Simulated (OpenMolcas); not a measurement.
**OpenMolcas run: Au IV**

Input:

```
&GATEWAY
Coord
1

Au 0.0 0.0 0.0
Basis=ANO-RCC-VDZP
Group=XYZ
NoMove
AngMom=0.0 0.0 0.0
AMFI
&SEWARD
Relativistic=R04O02
&RASSCF
FileOrb=start.orb
Symmetry=1
Spin=3
nActEl=8 0 0
Inactive=15 19
Ras2=5 0
CIRoot=10 10 1
SDav=10
CIMx=300
Iter=120 100
PrWF=0.3
OrbListing=Nothing
MaxOrb=0
Atom
>>> COPY $Project.JobIph JOB001
&RASSCF
FileOrb=start.orb
Symmetry=1
Spin=1
nActEl=8 0 0
Inactive=15 19
Ras2=5 0
CIRoot=15 15 1
SDav=15
CIMx=300
Iter=120 100
PrWF=0.3
OrbListing=Nothing
MaxOrb=0
Atom
>>> COPY $Project.JobIph JOB002
&RASSI
NrOfJobIphs=2 10 15
1 2 3 4 5 6 7 8 9 10
1 2 3 4 5 6 7 8 9 10 11 12 13 14 15
IphNames
JOB001
JOB002
EJob
SpinOrbit
DIPRint=1.0
SOCoupling=1000.0
Subsets=2
MEES
Property=10
'ANGMOM' 1 'ANGMOM' 2 'ANGMOM' 3 'MLTPL  1' 1 'MLTPL  1' 2 'MLTPL  1' 3
'AMFI' 1 'AMFI' 2 'AMFI' 3 'MLTPL  2' 6
SOProperty=3
'ANGMOM' 1 'ANGMOM' 2 'ANGMOM' 3
```

Launched by
```bash
OMP_NUM_THREADS=1 MOLCAS_MEM=2252 MOLCAS_PROJECT=a pymolcas a.inp > a.log  # once for each step of the input, in one work folder
```

A driver script runs the steps one by one and writes start.orb anew before each from the orbitals found so far.

Output, cut to the results:

```
--- SEWARD ---
Basis set label: AU.ANO-RCC...7S6P4D2F.

      Electronic valence basis set:
      ------------------
      Associated Effective Charge  79.000000 au
      Associated Actual Charge     79.000000 au
      Nuclear Model: Point charge

      Shell  nPrim  nBasis  Cartesian Spherical Contaminant
         s      24       7        X
         p      21       6        X
         d      15       4                 X
         f      11       2                 X
Relativistic=R04O02
                  Relativistic Douglas-Kroll-Hess integrals:
                    - DKH order of Hamiltonian: 4
                    - DKH order of Properties : 2
--- RASSCF ---
Wave function specifications:
      -----------------------------

      Number of closed shell electrons          68
      Number of electrons in active shells       8
      Max number of holes in RAS1 space          0
      Max nr of electrons in RAS3 space          0
      Number of inactive orbitals               34
      Number of active orbitals                  5
      Number of secondary orbitals              20
      Spin quantum number                      1.0
      State symmetry                             1
Orbital specifications:
      -----------------------

      Symmetry species                           1   2
                                                ag  au
      Frozen orbitals                            0   0
      Inactive orbitals                         15  19
      Active orbitals                            5   0
      RAS1 orbitals                              0   0
      RAS2 orbitals                              5   0
      RAS3 orbitals                              0   0
      Secondary orbitals                         7  13
      Deleted orbitals                           0   0
      Number of basis functions                 27  32
      Number of CSFs                            10
      Number of root(s) required                10
      Iter CI   SX   CI       RASSCF       Energy    max ROT     max BLB   max BLB  Level Ln srch  Step   QN
          iter iter root      energy       change     param      element    value   shift minimum  type update
 Nr of preliminary CI iterations:   1
      Total energies have been shifted. Add               -19000.00 au
        1   1    6    0    -8.70913708    0.00E+00   1.32E-01*  17  24 1  4.19E-01*  0.00   0.00    SX    NO
        2   1    6    0    -8.94249942   -2.33E-01*  3.00E-02   19  25 2  1.42E-01*  0.00   0.00    SX    NO
        3   1    5    0    -8.96040029   -1.79E-02*  1.96E-02   12  28 2  5.32E-02*  0.00   0.00    SX    NO
        4   1    5    0    -8.96453737   -4.14E-03*  9.85E-03   17  23 2  2.80E-02*  0.00   0.00    SX    NO
        5   1    5    0    -8.96561218   -1.07E-03*  3.37E-03   17  23 2 -1.41E-02*  0.00   0.66    QN   YES
        6   1    4    0    -8.96601948   -4.07E-04*  7.20E-05   12  28 2  2.87E-04*  0.00   1.02    QN   YES
        7   1    3    0    -8.96601964   -1.55E-07*  1.49E-06   18  21 2 -1.07E-05   0.00   1.00    QN   YES
        8   1    3    0    -8.96601964   -1.35E-10   2.73E-07   19  22 2 -1.70E-06   0.00   1.17    QN   YES
      Convergence after  8 iterations
        9   1    3    0    -8.96601964    0.00E+00   2.73E-07   10  23 1  2.36E-08   0.00   1.17    QN   YES
      Natural orbitals and occupation numbers for root  1
      sym 1:   1.246896   1.753104   2.000000   1.246896   1.753104
      Natural orbitals and occupation numbers for root  2
      sym 1:   1.768982   1.231018   2.000000   1.231018   1.768982
      Natural orbitals and occupation numbers for root  3
      sym 1:   1.224512   2.000000   1.224512   1.775488   1.775488
::    RASSCF root number  1 Total energy: -19008.98502772
::    RASSCF root number  2 Total energy: -19008.98502772
::    RASSCF root number  3 Total energy: -19008.98502772
::    RASSCF root number  4 Total energy: -19008.98502772
::    RASSCF root number  5 Total energy: -19008.98502772
::    RASSCF root number  6 Total energy: -19008.98502772
::    RASSCF root number  7 Total energy: -19008.98502772
::    RASSCF root number  8 Total energy: -19008.92166746
::    RASSCF root number  9 Total energy: -19008.92166746
::    RASSCF root number 10 Total energy: -19008.92166746
--- RASSCF ---
Wave function specifications:
      -----------------------------

      Number of closed shell electrons          68
      Number of electrons in active shells       8
      Max number of holes in RAS1 space          0
...
--- RASSI ---
SPIN-FREE ENERGIES:
  (Shifted by EMIN (a.u.) =     -19008.9850277154)

 SF State       Relative EMIN(au)   Rel lowest level(eV)    D:o, cm**(-1)      L_eff

     1             0.0000000000        0.0000000000              0.0000         3.0
     2             0.0000000000        0.0000000000              0.0000         3.0
     3             0.0000000000        0.0000000000              0.0000         3.0
     4             0.0000000000        0.0000000000              0.0000         3.0
     5             0.0000000000        0.0000000000              0.0000         3.0
     6             0.0000000000        0.0000000000              0.0000         3.0
     7             0.0000000000        0.0000000000              0.0000         3.0
    11             0.0556473995        1.5142428803          12213.1925         2.0
    12             0.0556473995        1.5142428803          12213.1925         2.0
    13             0.0556473995        1.5142428803          12213.1925         2.0
    14             0.0556473995        1.5142428803          12213.1925         2.0
    15             0.0556473995        1.5142428803          12213.1925         2.0
    10             0.0633602525        1.7241203040          13905.9681         1.0
     8             0.0633602525        1.7241203040          13905.9681         1.0
     9             0.0633602525        1.7241203040          13905.9681         1.0
    16             0.0851571566        2.3172442785          18689.8355         4.0
    17             0.0851571566        2.3172442785          18689.8355         4.0
    18             0.0851571566        2.3172442785          18689.8355         4.0
    19             0.0851571566        2.3172442785          18689.8355         4.0
    20             0.0851571566        2.3172442785          18689.8355         4.0
    21             0.0851571566        2.3172442785          18689.8355         4.0
...
```

Levels above the lowest, from the spin-orbit matrix, grouped by J:

```
Configuration  Term  J  E (cm⁻¹)  Measured (cm⁻¹)  Term weight %  Second
          5d⁸    ³F  4       0.0              0.0             96    4 ¹G
          5d⁸    ¹D  2      9343                              48   26 ³P
          5d⁸    ³F  3     13093            12294            100        
          5d⁸    ³P  2     21500                              53   47 ³F
          5d⁸    ³P  0     23628            18185             84   16 ¹S
          5d⁸    ³P  1     26999            21490            100        
          5d⁸    ¹G  4     30038            25702             96    4 ³F
          5d⁸    ¹D  2     34555                              51   28 ³F
          5d⁸    ¹S  0     63314            55278             84   16 ³P
```

Against the 5 measured excited levels shown (Zainab et al., Astrophys. J. Suppl. Ser. 267, 12 (2023)) the mean absolute deviation is 4800 cm-1; the largest miss in energy is 5d⁸ ¹S₀: computed 63314, measured 55278 cm⁻¹ (+14.5 %), and the largest in proportion 5d⁸ ³P₀ (+29.9 %).

Without dynamic correlation excited terms often stand tens of per cent too high (terms of higher spin than the ground term too low), and those without a measured partner can miss by more than the paired ones. The basis is small and was not contracted for so high a charge. Computed and measured levels are paired by configuration, term and J; levels that our copy of the source lacks, or whose pairing is in doubt (as where it misses far off the trend of its configuration), stay unpaired and out of the deviations. Only configurations of the active space appear.

The term weight is that of the spin-free term in the level, not the purity of its configuration.
